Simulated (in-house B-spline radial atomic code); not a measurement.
## Binding energies in Ce⁷⁺

NIST's tabulated ground configuration is [Kr] 4d10 5s2 5p3; each binding energy is the energy of the ion with one electron taken from that subshell, relaxed, less that of the parent. Level of theory: Dirac-Hartree-Fock, average of configuration, Fermi nucleus of rms radius 4.8771 fm; calculated with an all-electron radial atomic-structure program (B-spline basis). Energies include first-order Breit, QED and recoil terms.

```tsv
subshell	X-ray name	binding energy (eV)	-ε (eV)	relaxation (eV)
1s	K	40551.8	40774.6	66.7
2s	L1	6666.1	6717.5	34.2
3s	M1	1552.4	1568.9	13.5
3d3/2	M4	1014.1	1030.2	15.3
3d5/2	M5	995.7	1011.1	15.0
4s	N1	407.6	411.9	3.7
4d3/2	N4	218	221.1	3.1
4d5/2	N5	214.6	217.6	3.0
5s	O1	128.8	129.3	0.4
5p	O2,3	107.2	107.6	0.3
```

Relaxation = -ε minus the binding energy without Breit, QED and recoil terms.

Problem. What does it cost to remove both a 4d3/2 and a 5p electron?

Solution. 343.09 eV, which is 17.85 eV more than the two single binding energies together.

Problem. What does it cost to remove both a 3d5/2 and a 3d3/2 electron?

Solution. 2076 eV, which is 66.23 eV more than the two single binding energies together.

Problem. What does it cost to remove two 1s electrons?

Solution. 82091 eV, which is 987.5 eV more than the two single binding energies together.
